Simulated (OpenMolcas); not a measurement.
# Se4+: effect of the active space

```
Program             : OpenMolcas
Method              : CASSCF or its RAS form
Basis               : ANO-RCC-VQZP
Scalar Hamiltonian  : DKH2, point nucleus
Spin-orbit coupling : state interaction with AMFI integrals over the reference wave functions, term energies averaged over their components
```

A. 2 electrons in 4 orbitals (4s 4p); 2S+1 = 3 even, 3 roots; 2S+1 = 1 even, 7 roots; 2S+1 = 3 odd, 3 roots; 2S+1 = 1 odd, 3 roots; cost roughly 18 core-seconds
B. 2 electrons in 8 orbitals (4s 4p 5s 5p); 2S+1 = 3 even, 3 roots; 2S+1 = 1 even, 7 roots; 2S+1 = 3 odd, 3 roots; 2S+1 = 1 odd, 3 roots; cost about 16 core-seconds
C. 2 electrons in 9 orbitals (RAS2 4s 4p; RAS3 4d, at most 2 electrons); 2S+1 = 3 even, 3 roots; 2S+1 = 1 even, 7 roots; 2S+1 = 3 odd, 3 roots; 2S+1 = 1 odd, 3 roots; cost about 16 core-seconds

Energies in eV above 4s² ¹S₀, the measured ground level; measured values from the list in Rauch et al., Astron. Astrophys. 606, A105 (2017).

```tsv
Level	A	B	C	Measured
4s² ¹S₀	0.0000	0.0000	0.0000	0.0000
4s 4p ³P°₀	10.7502	10.8577	10.6371	11.1275
4s 4p ³P°₁	10.9291	11.0365	10.8138	11.3260
4s 4p ³P°₂	11.3148	11.4221	11.2002	11.7735
4s 4p ¹P°₁	17.5167	17.5821	16.4962	16.3328
4p² ³P₀	26.0445	26.1477	25.8834	26.2591
4p² ³P₁	26.2717	26.3736	26.1158	26.5439
4p² ³P₂	26.5962	26.6976	26.5567	27.1048
4p² ¹D₂	28.2437	28.3280	25.7869	26.4338
```

Deviations, from unrounded energies. A percentage is the sum of absolute deviations over the sum of measured energies, with the sign that they share, or ± where signs differ.

```
           Against measurement  Levels     A     B     C
mean absolute deviation (cm-1)       8  5300  4800  3800
      other configurations (%)       8  ±3.3  ±3.0  ±2.4
```

C lies closest to measurement on these levels and A furthest from it. The largest miss of C in the table is 4p² ¹D₂, by -5200 cm-1. The ranking rests on the paired levels alone, and a cruder setting can come out closer through cancelling errors.

Among A to C the level of the table that moves most is 4p² ¹D₂, by 20000 cm-1 (lowest in C, highest in B).

The ¹D term of p² mixes with s d, which this space lacks (holds for A; B). Active for correlation alone: 5p 5s; no level in the range computed is led by a configuration that fills them, so any true level of that kind is missing (holds for B). Active for correlation alone: 4d; no level in the range computed is led by a configuration that fills it, so any true level of that kind is missing (holds for C). Some terms mix strongly with configurations of 4d, whose occupation reaches 0.21 (4p² ¹D) (holds for C). Computed and measured levels are paired by configuration, term and J; levels that our copy of the source lacks, or whose pairing is in doubt (as where it misses far off the trend of its configuration), stay unpaired and out of the deviations. Only configurations of the active space appear. The table leaves out levels that lie high or whose names do not pair safely across all columns.

° marks odd parity.
